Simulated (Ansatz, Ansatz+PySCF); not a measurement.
```xyz
3

O     0.0000    0.0000   -1.3915
B     0.0000    0.0000    0.0000
O     0.0000    0.0000    1.3915
```

Basis set: def2-SVP (spherical functions). Left uncorrelated: 3 orbitals. Correlation on ROHF uses semicanonical orbitals with singles. Charge 0, multiplicity 2.

Computed with Ansatz (development build ahead of 0.2.0); each method stands on the lowest determinant of its kind that the runs found.

The atomization energy at this shape (free ground-state atoms in the same class of orbitals less the molecule, no zero-point energy) of doublet BO2:

```
     method  atomization energy
UHF-CCSD(T)       1215.8 kJ/mol
   ROHF-MP2       1255.0 kJ/mol
    UHF-MP2       1216.6 kJ/mol
       ROHF        800.6 kJ/mol
```

(1) What does UHF give?

Answers

(1) 812.4 kJ/mol. Caution: the shape is not the minimum. Caution for UHF-CCSD(T), UHF-MP2, UHF: the unrestricted determinant is spin contaminated. Caution for ROHF-MP2, ROHF: the determinant may break the point group.
